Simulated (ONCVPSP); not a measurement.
# titanium (Ti): excitation energies, all-electron against ONCV

ONCVPSP 4.0.1 input, shortened (lines: element, Z, core and valence counts, functional; n l f; lmax; l rc ep ncon nbas qcut; lloc lpopt rc5 dvloc0; l nproj debl; icmod fcfact rcfact), LDA (Perdew-Zunger), fully relativistic:

```
  Ti 22.00    4    3        3      upf
    1    0    2.00
    2    0    2.00
    2    1    6.00
    3    0    2.00
    3    1    6.00
    3    2    2.00
    4    0    1.50
    2
    0    2.70    0.00    4    8    2.90
    1    1.65    0.00    4    8    8.20
    2    1.85    0.00    4    8    8.40
    4    5    1.25    0.00
    0    2    1.40
    1    2    0.40
    2    1    0.50
    0    0.00    0.00
```

Open shells are filled in proportion to 2j + 1.

In the p channel the program set the typed energies aside and used -1.546, 0.250 Ha (j = l + 1/2; the other j can differ).

Energies are relative to the spin-unpolarised reference configuration 3p6 3d2 4s1.5; without spin polarisation the order of configurations can differ from experiment.

| valence configuration | charge | ΔE all-electron (eV) | error AE − PS (meV) |
| --- | --- | --- | --- |
| 3p6 3d2 4s2 | 0 | -3.016 | -0.5 |
| 3p6 3d2 4s0 | +2 | 18.319 | -3.5 |
| 3p6 3d2.5 4s1.5 | 0 | -2.693 | -4.1 |

(1) What are ΔE and the potential's error for 3p6 3d2 4s1?

Levels in the configuration 3p6 3d2.5 4s1.5:

| level | all-electron (eV) | pseudo (eV) |
| --- | --- | --- |
| 3p j=3/2 | -36.746 | -36.688 |
| 3p j=1/2 | -37.403 | -37.345 |
| 3d j=5/2 | -3.062 | -3.047 |
| 3d j=3/2 | -3.104 | -3.089 |
| 4s j=1/2 | -4.187 | -4.200 |

Note: ghosts flagged at negative energy: s at -57.7 eV; no localised positive-energy state flagged. A true bound ghost makes a file unfit for plane-wave use.

## Answers

(1) ΔE = 4.519 eV all-electron; the error (AE − PS) is -0.5 meV.
